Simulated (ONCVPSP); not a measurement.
# Potentials for C (Z = 6) compared

Generated with ld1.x 7.5 (TM, RRKJ, ultrasoft, PAW), atompaw 4.2 or ONCVPSP 4.0.1. The cutoff is in Ry: for ld1.x and atompaw files where the sum of valence levels is converged to 10 mRy in a Bessel basis, for ONCV files where the hardest occupied wave has 1 mHa per electron of residual kinetic energy. The error is the largest all-electron minus pseudo excitation energy over each file’s own four to seven test configurations (ionisations up to +4, promotions, holes and added fractions of an electron), all of which were solved. The labels leave out finer settings (local radius, basis sizes, second energies), which also bear on the numbers. Spin-polarised tests are not counted. The rows are a selection from randomly drawn settings: files with unsolved tests, undetermined cutoffs or missed reference levels are left out.

| potential | cutoff (Ry) | largest error (meV) | bound ghosts |
| --- | --- | --- | --- |
| ONCV, PBE, scalar-relativistic, rc 0.85/2.35/1.80 (spd), local smoothed, core correction yes, reference 2s1.75 2p2.25, qcut 8.6/7.1/6.3, projectors 1/2/1 | 289 | +939 | none |
| ONCV, PBEsol, scalar-relativistic, rc 1.05/2.05/1.95 (spd), local smoothed, core correction no, reference 2s2 2p1, qcut 5.8/6.4/5.8, projectors 2/2/2 | 37 | +433 | none |
| ONCV, PBEsol, scalar-relativistic, rc 1.35/2.35/2.20 (spd), local smoothed, core correction yes, reference 2s2 2p2, qcut 5.4/5.4/4.2, projectors 2/2/3 | 28 | +1097 | none |
| ONCV, LDA (Perdew-Zunger), scalar-relativistic, rc 1.10/2.55 (sp), local smoothed, core correction yes, reference 2s2 2p2, qcut 6.4/6.1, projectors 2/3 | 35 | +1042 | none |
| ONCV, PBE, scalar-relativistic, rc 1.35/2.05/1.90 (spd), local smoothed, core correction yes, reference 2s2 2p2, qcut 5.4/5.4/6, projectors 3/2/2 | 28 | +835 | none |

(1) Fill in the row for C: ONCV, PBEsol, scalar-relativistic, rc 1.20/2.00/1.90 (spd), local s, core correction yes, reference 2s2 2p2, qcut 6.8/5.5/5.6, projectors 0/1/1.

(2) Fill in the row for C: ONCV, LDA (Perdew-Wang 92), scalar-relativistic, rc 0.95/1.75/1.40 (spd), local smoothed, core correction yes, reference 2s2 2p2, qcut 7.4/9.7/7.5, projectors 2/2/1.

## Answers

(1) cutoff 34 Ry, largest error +601 meV, bound ghosts: none.

(2) cutoff 44 Ry, largest error +253 meV, bound ghosts: none.
